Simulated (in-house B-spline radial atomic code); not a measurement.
Settings and results of a run for Sn. Level of theory: Dirac-Kohn-Sham relativistic LDA, spherical fractional occupations, Fermi nucleus of rms radius 4.6519 fm; calculated with an all-electron radial atomic-structure program (B-spline basis).

Command:
```bash
python run_scf.py task.json out
```
Settings (nuclear radius in fm, mass in u):
```
Z                50
configuration    [Kr] 4d10 5s2 5p2
hamiltonian      dirac
method           lda_x_rel,vwn
spin_polarised   False
nucleus          fermi
rms_radius       4.6519
atomic_mass      119.9022
speed_of_light   137.035999084
```

Output (hartree, bohr):
```
 radial grid: 77 intervals, B-splines of order 8, outer radius 50 bohr

 iter        energy (Eh)    residual
    1       -6163.565188    2.22e-01
    2       -6163.192784    2.32e-01
    3       -6165.096178    1.84e-02
    4       -6165.105340    3.24e-03
    5       -6165.105466    2.04e-03
    6       -6165.105762    8.61e-04
    7       -6165.105781    7.11e-05
    8       -6165.105782    1.54e-05
    9       -6165.105782    7.09e-07
   10       -6165.105782    6.35e-08

 total energy                     -6165.10578
 kinetic                            6473.0482
 electron-nucleus                 -14963.1469
 Hartree                            2476.2191
 exchange-correlation               -151.2261

 first-order corrections (not in the total)
   Gaunt                             4.8973
   retardation                      -0.5020
   frequency dependence             -0.0416
   self-energy                       3.3119
   Uehling                          -0.4313
   Wichmann-Kroll                    0.0089
   recoil                            0.0192

 orbital      occ     eigenvalue          <r>       <r^2>       <1/r>       r_max    small
 1s1/2      2.000     -1059.3396    0.0291626  0.00115105     52.8822     0.01885  3.35e-02
 2s1/2      2.000      -160.0981     0.125493   0.0186249     12.2723      0.1066  7.10e-03
 2p1/2      2.000      -149.7665     0.106033   0.0138194     12.2637     0.08195  7.13e-03
 2p3/2      4.000      -141.3692     0.111389   0.0151215     11.4241     0.08647  6.81e-03
 3s1/2      2.000       -30.8904     0.340264     0.13252     4.33669      0.3087  2.05e-03
 3p1/2      2.000       -26.6565     0.330685    0.127151     4.25031      0.2947  2.00e-03
 3p3/2      4.000       -25.1222     0.341908    0.135699     4.04384       0.305  1.91e-03
 3d3/2      4.000       -17.5732     0.312909    0.116349     3.89462      0.2492  1.80e-03
 3d5/2      6.000       -17.2549      0.31648    0.118871     3.84124      0.2522  1.77e-03
 4s1/2      2.000        -4.8925     0.819646    0.761065     1.70811      0.7464  5.59e-04
 4p1/2      2.000        -3.4776     0.866146    0.858374     1.59215      0.7717  4.99e-04
 4p3/2      4.000        -3.1981     0.896381    0.919486     1.52398      0.7966  4.71e-04
 4d3/2      4.000        -0.9762      1.09226     1.42116     1.22859      0.8813  3.23e-04
 4d5/2      6.000        -0.9377      1.10731     1.46161     1.21035      0.8912  3.15e-04
 5s1/2      2.000        -0.3959      2.38767     6.52002    0.542838       2.007  7.29e-05
 5p1/2      0.667        -0.1539      3.11673     11.3772    0.413873       2.461  4.17e-05
 5p3/2      1.333        -0.1369      3.27367     12.5613    0.392644       2.579  3.76e-05
```

Run time, properties included: 1.6 s on 1 thread of Intel(R) Xeon(R) 6975P-C, with other jobs on the host.

For the Dirac Hamiltonian the kinetic term is c α·p + (β - 1)c².
